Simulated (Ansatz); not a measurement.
Calculated with Ansatz (gas phase, PBE0-D4/def2-TZVP geometries, no zero-point term in ΔE). CCSD(T)/CBS adds triple-zeta CCSD(T) − MP2 to the extrapolated MP2 energy (def2 sets, frozen cores). Functionals use def2-TZVPP. HSE06 is defined as in plane-wave codes. Each species was taken in one conformer, which may not be the lowest.

Reaction (redistribution): `O[SiH]([SiH3])[AlH][Cl]` + `BN=C=O` → `O=C=[N][AlH][Cl]` + `B[SiH](O)[SiH3]`

```json
{"level": "LDA (SPW92)", "ΔE (kJ/mol)": "10.8"}
{"level": "HSE06-D4", "ΔE (kJ/mol)": "-0.8"}
{"level": "CCSD/def2-SVP", "ΔE (kJ/mol)": "-12.4"}
{"level": "HF/def2-TZVPP", "ΔE (kJ/mol)": "-27.6"}
```

What does CCSD(T)/CBS give? (An estimate is asked.)

Ansatz gave: -15.0 kJ/mol. The listed levels differ from it by 25.8, 14.2, 2.6, -12.6 kJ/mol.

Largest T1 diagnostic among the species: 0.017.

In def2-TZVPP, CCSD(T) changes the Hartree–Fock value by +11.0 kJ/mol (the triples alone add +3.4 kJ/mol) and MP2 by +9.9 kJ/mol. At CCSD(T), def2-SVP lies +6.4 kJ/mol from the extrapolated value and def2-TZVPP −1.6 kJ/mol.
